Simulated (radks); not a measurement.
Isoelectronic series with 8 electrons, each ion in its NIST ground configuration. Calculated with a radial shooting solver on a logarithmic mesh with Libxc functionals: scalar-relativistic Kohn-Sham, PBE, spin-polarised, spherical densities, point nucleus; open shells are filled with parallel spins first. Total energies (hartree) and mean radii <r> (bohr):

| ion | configuration | E (hartree) | 2p down | 2p up |
|---|---|---|---|---|
| O | [He] 2s2 2p4 | -75.05760 | 1.335 | 1.231 |
| F+ | [He] 2s2 2p4 | -99.10393 | 1.011 | 0.9669 |
| Ne2+ | [He] 2s2 2p4 | -126.68575 | 0.8269 | 0.8017 |
| Mg4+ | [He] 2s2 2p4 | -192.44617 | 0.6131 | 0.6012 |
| Al5+ | [He] 2s2 2p4 | -230.62910 | 0.5441 | 0.5350 |
| Si6+ | [He] 2s2 2p4 | -272.35287 | 0.4893 | 0.4822 |
| P7+ | [He] 2s2 2p4 | -317.62309 | 0.4447 | 0.4390 |
| S8+ | [He] 2s2 2p4 | -366.44619 | 0.4077 | 0.4030 |
| Cl9+ | [He] 2s2 2p4 | -418.82930 | 0.3764 | 0.3724 |
| Ar10+ | [He] 2s2 2p4 | -474.78026 | 0.3496 | 0.3462 |
| K11+ | [He] 2s2 2p4 | -534.30754 | 0.3263 | 0.3235 |
| Ca12+ | [He] 2s2 2p4 | -597.42021 | 0.3060 | 0.3035 |
| Sc13+ | [He] 2s2 2p4 | -664.12800 | 0.2881 | 0.2859 |
| Ti14+ | [He] 2s2 2p4 | -734.44121 | 0.2721 | 0.2702 |
| V15+ | [He] 2s2 2p4 | -808.37078 | 0.2578 | 0.2561 |
| Cr16+ | [He] 2s2 2p4 | -885.92827 | 0.2450 | 0.2434 |
| Mn17+ | [He] 2s2 2p4 | -967.12583 | 0.2333 | 0.2319 |
| Fe18+ | [He] 2s2 2p4 | -1051.97626 | 0.2227 | 0.2214 |
